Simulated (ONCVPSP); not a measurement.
# Ranking ONCV potentials for Sc

All share these settings but for the change named:

ONCVPSP 4.0.1 input, shortened (lines: element, Z, core and valence counts, functional; n l f; lmax; l rc ep ncon nbas qcut; lloc lpopt rc5 dvloc0; l nproj debl; icmod fcfact rcfact), PBE, fully relativistic:

```
  Sc 21.00    3    4        4      upf
    1    0    2.00
    2    0    2.00
    2    1    6.00
    3    0    2.00
    3    1    6.00
    3    2    1.00
    4    0    0.50
    3
    0    1.60    0.00    3    6    8.30
    1    1.45    0.00    3    6    9.50
    2    1.30    0.00    4    8    6.90
    3    1.50    0.03    5    8    6.40
    4    5    0.80    2.00
    0    2    2.00
    1    2    1.60
    2    2    1.20
    3    1    1.90
    0    0.00    0.00
```

Open shells are filled in proportion to 2j + 1.

In the p channel the program set the typed energies aside and used -1.634, 0.250 Ha (j = l + 1/2; the other j can differ).

Test errors are all-electron minus pseudo excitation energies from the reference, over 3s2 3p6 3d1 4s2; 3s2 3p6 3d1 4s1; 3s2 3p6 3d1 4s0; 3s2 3p6 3d0 4s2 4p1. None of these files shows a bound ghost.

The base gives 23.0 meV.

Of 6 variants that were run, those that failed, showed a ghost or another fault, or gave nearly equal values are left out.

A variant can come out equal or close to the base, since the largest error may sit in a test that the change hardly touches while other tests move.

Task: Rank these variants by their largest absolute test error, smallest first.
A. s: qcut 8.2; p: qcut 9.4
B. s: qcut 10.8; p: qcut 12.4; d: qcut 9; f: qcut 8.3
C. s: qcut 6.5; p: qcut 7.5; d: qcut 5.4; f: qcut 5

Result: B (16.1 meV), A (23.2 meV), C (29.7 meV).
